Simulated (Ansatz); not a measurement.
`C[SiH2][B](C)[AlH2]` + GeH₄ → `C[B]([AlH2])[GeH3]` + `C[SiH3]`  (formal exchange of groups at a B–Si bond)

Computed with Ansatz on PBE0-D4/def2-TZVP structures; ΔE is electronic, products minus reactants. CCSD(T)/CBS is the MP2 limit (def2-TZVPP, def2-QZVPP) plus CCSD(T) − MP2 in def2-TZVPP, frozen cores. This one scheme is used for every species. DFT in def2-TZVPP. For Ge outer-core shells are correlated without core-valence functions, which leaves a few kJ/mol of doubt a bond. Scalar relativity is left out up to krypton. Each species was taken in one conformer, which may not be the lowest.

| level | ΔE (kJ/mol) |
| --- | --- |
| PBE0-D4 | -10.3 |
| ωB97X-V | -11.9 |
| PBE0 | -12.5 |
| HF/def2-QZVPP | -16.2 |

Problem. What does CCSD(T)/CBS give? (Best estimate.)

Solution. Computed: -17.1 kJ/mol. The listed levels differ from it by 6.8, 5.2, 4.6, 0.9 kJ/mol.

Largest T1 diagnostic among the species: 0.012.

The D4 term adds +3.4 kJ/mol with B3LYP and +2.2 kJ/mol with PBE0; it sums over pairs of atoms, weighted by their polarisabilities, and B3LYP, whose exchange is more repulsive, gets the larger term.

B3LYP here is the variant with VWN-RPA as its local correlation; programs differ in this.
